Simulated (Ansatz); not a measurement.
Mulliken charges of `[CH3][Ga]([Br])[Br]` from r2SCAN/def2-TZVPP in Ansatz (PBE0-D4/def2-TZVP geometry).

```
atom   x (Å)   y (Å)   z (Å)  charge (e)
  C1  -0.113   1.021  -0.074      -0.291
 Ga2   0.086  -0.911   0.061       0.529
 Br3   1.791  -1.882   1.233      -0.253
 Br4  -1.347  -2.388  -0.933      -0.253
  H5  -1.035   1.273  -0.596       0.094
  H6  -0.120   1.456   0.927       0.088
  H7   0.739   1.431  -0.618       0.086
```

Problem. By hand: the dipole of these point charges (1 e Å = 4.8032 D).

Solution. Σ q r = (-0.078, 0.672, -0.050) e Å, of length 0.678 e Å = 3.26 D.

Problem. How does the dipole of the full density compare? (Estimate.)

Solution. The calculation gave: (-0.057, 0.534, -0.039) e Å, 2.59 D; the point charges give 1.26 times that, at 1° from its direction.

Point charges leave out the atoms' own dipoles, such as those of lone pairs, and Mulliken's split depends on the basis, so the two needn't agree.
